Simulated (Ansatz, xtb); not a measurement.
# Two isomers of C5H9NOS

We compare X, `[H]/N=C1/[C@@H](S)C[C@H]1OC`, a singlet, with Y, `[H]/N=C1/[C@H](S)C[C@H]1OC`, a singlet. Both are isolated molecules in the gas phase, relaxed with PBE0-D3(BJ)/def2-SVP; each stands in its lowest conformer found.

Quicker runs give these differences E(Y) − E(X): GFN2-xTB +1.46 kcal/mol; HF/STO-3G +1.05 kcal/mol (at GFN2-xTB geometries); r2SCAN-D4/def2-SVP +2.60 kcal/mol (at GFN2-xTB geometries).

Question: Estimate E(Y) − E(X) at the level CCSD(T)/def2-SVP + ΔMP2/def2-TZVPP.

Answer: Calculated at CCSD(T)/def2-SVP + ΔMP2/def2-TZVPP: E(Y) − E(X) = +1.12 kcal/mol, so structure X lies lower.

The same difference at several levels:

| level | geometry | E(Y) − E(X) (kcal/mol) | departure from the last row (kcal/mol) | job, with rough time for the two |
| --- | --- | --- | --- | --- |
| GFN2-xTB | GFN2-xTB | +1.46 | +0.34 | optimisation, 0.46 s |
| HF/STO-3G | GFN2-xTB | +1.05 | −0.07 | single point, 1.2 s |
| r2SCAN-D4/def2-SVP | GFN2-xTB | +2.60 | +1.48 | single point, 7.2 s |
| PBE0-D3(BJ)/def2-SVP | PBE0-D3(BJ)/def2-SVP | +2.02 | +0.90 | optimisation, 4 min |
| HF/def2-SVP | PBE0-D3(BJ)/def2-SVP | +0.52 | −0.60 | part of the CCSD(T) run |
| MP2/def2-SVP | PBE0-D3(BJ)/def2-SVP | +1.90 | +0.78 | part of the CCSD(T) run |
| CCSD(T)/def2-SVP | PBE0-D3(BJ)/def2-SVP | +1.39 | +0.28 | single point |
| CCSD(T)/def2-SVP + ΔMP2/def2-TZVPP | PBE0-D3(BJ)/def2-SVP | +1.12 |  | single point, 4.5 min |

As drawn, both hold the same kinds of bond in the same numbers.

None of the levels shown reverses the order. The largest departure from CCSD(T)/def2-SVP + ΔMP2/def2-TZVPP is that of r2SCAN-D4/def2-SVP, 1.48 kcal/mol. The last row adds to CCSD(T) the change of the MP2 difference between the two basis sets, here −0.28 kcal/mol.

With thermal terms from frequencies at re-optimised GFN2-xTB minima (ideal gas, soft modes damped towards free rotors, one conformer each, 298.15 K, 1 atm): the zero-point term adds −0.10 kcal/mol; ΔH is +1.05 and ΔG +1.02 kcal/mol.

The correlated steps freeze 12 core orbitals. Codes used: Ansatz 0.2.0, xtb 6.7.1; the last row on 2 threads of Intel(R) Xeon(R) Processor @ 2.70GHz on a shared host.
